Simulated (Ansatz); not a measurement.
Consider the isomerisation: `CSC[SiH2]O` → `C[SiH](O)CS`.

Isolated molecules relaxed with PBE0-D4/def2-TZVP in Ansatz; ΔE leaves out vibrations. CBS: MP2 limit from def2 TZ/QZ plus the TZ coupled-cluster correction, frozen cores. Functionals use def2-TZVPP. One conformer a species, not always the lowest.

| level | ΔE (kJ/mol) | difference from CCSD(T)/CBS |
| --- | --- | --- |
| PBE-D4 | -50.2 | 2.9 |
| r2SCAN-D4 | -54.5 | -1.4 |
| PBE0-D4 | -52.3 | 0.8 |
| B2PLYP | -52.3 | 0.8 |
| PBE | -50.2 | 2.9 |
| r2SCAN | -54.4 | -1.3 |
| HF/def2-TZVPP | -51.9 | 1.2 |
| MP2/def2-TZVPP | -53.6 | -0.5 |
| SCS-MP2/def2-TZVPP | -51.3 | 1.8 |
| CCSD/def2-TZVPP | -55.3 | -2.2 |
| CCSD(T)/def2-TZVPP | -54.4 | -1.3 |
| HF/def2-QZVPP | -51.5 | 1.6 |
| MP2/def2-QZVPP | -52.8 | 0.3 |
| HF/CBS(def2) | -51.5 | 1.6 |
| MP2/CBS(def2) | -52.4 | 0.7 |
| CCSD/CBS(def2) | -54.0 | -0.9 |
| CCSD(T)/CBS | -53.1 | 0 |

Largest T1 diagnostic among the species: 0.011.
